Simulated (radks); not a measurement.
The nuclear charge of the strontium ion Sr2+ is varied continuously with 36 electrons held in [Kr]. Method: scalar-relativistic Kohn-Sham, PBEsol, spin-polarised, spherical densities, finite nucleus; Fermi nuclear charge, rms radius 4.224 fm; computed with a radial shooting solver on a logarithmic mesh with Libxc functionals. By the Hellmann-Feynman theorem dE/dZ = E(electron-nucleus)/Z, the electronic potential at the nucleus (averaged over a nucleus of fixed radius). The scalar-relativistic energy here is not variational (the density holds large components alone), so the two differ by a part that grows with Z.

Z,E (hartree),E(electron-nucleus)/Z (hartree),HOMO,e(HOMO) (eV),<r> HOMO (bohr)
37,-2979.16615,-193.898,4p,-21.642,1.713
37.5,-3077.16511,-197.405,4p,-28.784,1.624
38,-3176.92627,-200.913,4p,-36.506,1.547
38.5,-3278.45057,-204.422,4p,-44.782,1.479

The central difference of E at Z = 38 is -201.285 hartree, to compare with the third column; the second derivative is -7.05 hartree.
